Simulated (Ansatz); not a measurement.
Job for Ansatz (a first-principles code): R-wB97M-V/def2-TZVPPD on CH7AlO (a complex), monomers drawn apart or pushed together. Files ending in .json are basis or fitting sets from the Basis Set Exchange.

Ansatz 0.2 input:
```yaml
crystal:
  periodic: [false, false, false]
  atoms:
    - {symbol: C, position_ang: [-0.17782191, 0.91678711, -0.61249953]}
    - {symbol: Al, position_ang: [-0.32978266, -0.37361313, 0.86026338]}
    - {symbol: H, position_ang: [0.86233420, 1.09224218, -0.90214643]}
    - {symbol: H, position_ang: [-0.69800575, 0.55581439, -1.50582924]}
    - {symbol: H, position_ang: [-0.61951890, 1.88521093, -0.36002209]}
    - {symbol: H, position_ang: [0.58492859, -1.68608149, 0.82906625]}
    - {symbol: H, position_ang: [-1.71430386, -0.46922958, 1.65672070]}
    - {symbol: O, position_ang: [1.03984287, 0.66498022, 3.13578215]}
    - {symbol: H, position_ang: [1.77410111, 0.10800133, 3.42619933]}
    - {symbol: H, position_ang: [0.46179165, 0.80784866, 3.89680766]}
basis:
  gaussian:
    orbitals: def2-TZVPPD.json
hamiltonian:
  xc: {name: wB97M-V}
scf: {lower_state_search: off}
```

The head of its log:

```
WARN ansatz: RAYON_NUM_THREADS=1 ignored (pool sized by the plan → 1); use --threads N
Functional definition: wB97M-V
these checks for a lower state are left out or cut short: stability, starts, cluster_reference, orbital_swaps, neighbouring_geometries, increment
integrals: 0.19 GiB planned
1072 factors; their error is unknown
integrals: 0.22 GiB planned
362 factors; integrals over basis functions are off by at most 1.8e-5 eV
mean field: 1.55 GiB planned
mean field evaluation 1: about -9788.2539 eV, gradient 5.8e1 eV
mean field evaluation 2: about -9788.9702 eV, gradient 5.6e1 eV
```

Task: Give the final energy of this run.

Result: -359.9421 hartree.
